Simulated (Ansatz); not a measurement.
`[F][GeH]([F])[Cl]` + CH₃NH₂ → `C[NH][GeH]([F])[Cl]` + H–F at 700 K and 1 bar (ligand exchange at a Ge–F bond).

Calculated with Ansatz (gas phase, PBE0-D4/def2-TZVP geometries, no zero-point term in ΔE). CBS: MP2 limit from def2 TZ/QZ plus the TZ coupled-cluster correction, frozen cores. This one scheme is used for every species. For Ge outer-core shells are correlated without core-valence functions, which leaves a few kJ/mol of doubt a bond. Scalar relativity is left out up to krypton. Each species was taken in one conformer, which may not be the lowest.

```tsv
species	CCSD(T)/CBS energy (Eh)	H − E (kJ/mol)	S (J/(mol·K))
`[F][GeH]([F])[Cl]`	-2736.19042	88.4	388.8
CH₃NH₂	-95.75281	207.6	296.6
`C[NH][GeH]([F])[Cl]`	-2731.53480	252.2	483.6
H–F	-100.39570	45.2	198.5
```

H − E and S are ideal-gas, rigid-rotor, harmonic terms from PBE0-D4/def2-TZVP, for one conformer and one mirror image of each species. 1 Eh = 2625.50 kJ/mol, R = 8.31446 J/(mol·K).

Q: By hand: ΔE, ΔH, ΔS and ΔG.

A: ΔE = (-2731.53480) + (-100.39570) − (-2736.19042) − (-95.75281) = 0.01273 Eh = 33.4 kJ/mol. Δ(H − E) = 252.2 + 45.2 − 88.4 − 207.6 = 1.4, so ΔH = 34.8 kJ/mol. ΔS = 483.6 + 198.5 − 388.8 − 296.6 = -3.3 J/(mol·K). ΔG = 34.8 − 700 × (-3.3)/1000 = 37.1 kJ/mol.

Q: By hand: the equilibrium constant, and the temperature at which ΔG would vanish if ΔH and ΔS stayed fixed.

A: log₁₀ K = −ΔG/(RT ln 10) = -2.8. ΔH and −TΔS have one sign here, so there is no such temperature. One of them is within its doubt of zero, so this could turn.

The number of gas molecules stays the same, so ΔS is small and ΔH decides. A doubt of 5 kJ/mol in ΔE shifts log₁₀ K by 0.4 here. Other conformers and mirror images would add mixing entropy, several J/(mol·K) or more a flexible species. Modes under 60 cm⁻¹, often nearly free rotors, make the harmonic entropy too high. These are equilibria of isolated gas molecules and say nothing of rates. Largest T1 diagnostic: 0.012 (customary marks: 0.02 for closed shells, 0.045 for open ones).
